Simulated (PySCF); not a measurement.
## Polarisability and C₆ of Tc (technetium, neutral)

[Kr] 4d7, high-spin 4F determinant (an excited configuration). Calculation: PySCF 2.14, in aug-cc-pVTZ-PP with one added diffuse shell each of s, p, d, f, g type with ECP28MDF (7s7p6d4f3g, 113 functions); scalar relativity through the core potential. Coupled (time-dependent) response in atomic units; α is the mean over directions.

```
 method  mean α (bohr³)  C₆ (like pair)  S(−4)
LC-wPBE           51.69           404.1   3506
```

S(−4) is the Cauchy moment in α(ω) = α(0) + S(−4) ω² + …

Spin-orbit coupling is absent.

α(iu) at LC-wPBE:

```tsv
u (hartree)	α(iu) (bohr³)
0	51.69
0.0500	45.11
0.100	35.63
0.200	23.93
0.300	17.82
0.500	11.51
0.750	7.674
1.00	5.556
1.50	3.345
2.00	2.239
3.00	1.194
5.00	0.4926
```

A single London oscillator, α(iu) = α/(1 + u²/ω²), gives C₆ = (3/4) ω α². Matching the computed C₆ needs ω = 4 × 404.1 / (3 × 51.69²) = 0.202 hartree.

Energies and moments cover only the electrons outside the core potential.
